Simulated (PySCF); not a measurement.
**Hg⁷⁴⁺ (mercury, charge +74): Hartree-Fock from Schrödinger to Dirac-Coulomb**

Occupied: 1s1/2, 2s1/2, 2p1/2. Hartree-Fock calculated with PySCF 2.14 in an even-tempered Gaussian basis (15 s from 21 bohr⁻², ratio 2.7; 13 p from 25 bohr⁻², ratio 2.7), Gaussian nucleus throughout. NR is non-relativistic, sf-X2C the spin-free one-electron X2C Hamiltonian, X2C adds the bare one-electron spin-orbit term, X2C-SNSO screens it by Boettger's factors, DC is four-component Dirac-Coulomb, and the Gaunt term is added at first order (total energies over the DC spinors, levels after relaxing the spinors in that mean field). QED terms are absent. Levels marked empty are virtual spinors of this ion.

```json
{"Hamiltonian": "X2C", "E (hartree)": "-10366.3992", "E − E(DC) (hartree)": "2.6490", "CPU seconds": "0.39"}
{"Hamiltonian": "X2C-SNSO", "E (hartree)": "-10362.8997", "E − E(DC) (hartree)": "6.1485", "CPU seconds": "0.35"}
{"Hamiltonian": "DC", "E (hartree)": "-10369.0481", "E − E(DC) (hartree)": "0.0000", "CPU seconds": "22"}
{"Hamiltonian": "DC+Gaunt", "E (hartree)": "-10355.4995", "E − E(DC) (hartree)": "13.5486", "CPU seconds": "39"}
```

| level (eV) | X2C | X2C-SNSO | DC | DC+Gaunt |
| --- | --- | --- | --- | --- |
| 1s1/2 | -92175.1 | -92178.3 | -92266.0 | -91995.4 |
| 2s1/2 | -22473.3 | -22474.3 | -22487.2 | -22458.1 |
| 2p1/2 | -22208.7 | -22161.7 | -22176.6 | -22116.9 |
| 2p3/2 (empty) | -19681.8 | -19696.3 | -19699.0 | -19672.0 |
| 3s1/2 (empty) | -9381.8 | -9382.0 | -9385.3 | -9377.1 |

Weight of the small component: 1s1/2 0.0929, 2s1/2 0.0226, 2p1/2 0.0225, 2p3/2 0.0201, 3s1/2 0.00940.

Koopmans' value for the highest occupied level at DC+Gaunt: 22116.9 eV, against an ionisation energy of 22120 ± 90 eV (theoretical estimate listed by NIST; NIST Atomic Spectra Database, ionization energies); the former lacks relaxation, correlation, QED and recoil.

The whole ladder took 66 s of wall time on 1 thread of AMD EPYC 7571 (shared host), launched as `OMP_NUM_THREADS=1 python relrun2.py TASK.json OUT` (a driver that calls PySCF for each Hamiltonian).
